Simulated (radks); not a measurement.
Values are calculated unless marked as measured or tabulated.
Ba II, configuration [Xe] 6s1 (the NIST ground configuration). Code: a radial shooting solver on a logarithmic mesh with Libxc functionals. Model: non-relativistic Kohn-Sham, exchange-only LDA, spin-polarised, spherical densities, point nucleus; open shells are filled with parallel spins first (spin-orbit coupling, left out, can overturn this in heavy ions); relativity is left out, which matters for an element this heavy. Some entries of the table are withheld. Estimate them.

orbital  occ.  eigenvalue (Ry)  <r^2> (bohr^2)  <r> (bohr)
1s up       1        -2611.680       0.0009855     0.02715
1s down     1        -2611.679       0.0009855     0.02715
2s up       1        -401.9250         0.01592      0.1165
2s down     1        -401.9246         0.01592      0.1165
2p up       3        -379.4292         0.01191     0.09904
2p down     3        -379.4289         0.01191     0.09904
3s up       1        -84.97961          0.1073      0.3068
3s down     1        -84.97912          0.1073      0.3068
3p up       3        -75.33350          0.1019      0.2967
3p down     3        -75.33302          0.1019      0.2967
3d up       5        -57.31546         0.08419      0.2673
3d down     5        -57.31503         0.08419      0.2673
4s up       1        -16.79497          0.5600      0.7046
4s down     1        -16.79391          0.5600      0.7046
4p up       3        -13.27697          0.6043      0.7290
4p down     3        -13.27581          0.6042      0.7290
4d up       5              (1)          0.7376      0.7970
4d down     5              (2)          0.7375      0.7970
5s up       1         -2.61981           3.284       1.708
5s down     1         -2.61424           3.261       1.704
5p up       3         -1.70637             (3)       1.946
5p down     3         -1.69555             (4)       1.928
6s up       1         -0.53145           22.69       4.508
6s down     0         -0.41630           22.45       4.456

Answer. 
(1) 4d up eigenvalue (Ry): -7.14920
(2) 4d down eigenvalue (Ry): -7.14775
(3) 5p up <r^2> (bohr^2): 4.300
(4) 5p down <r^2> (bohr^2): 4.210
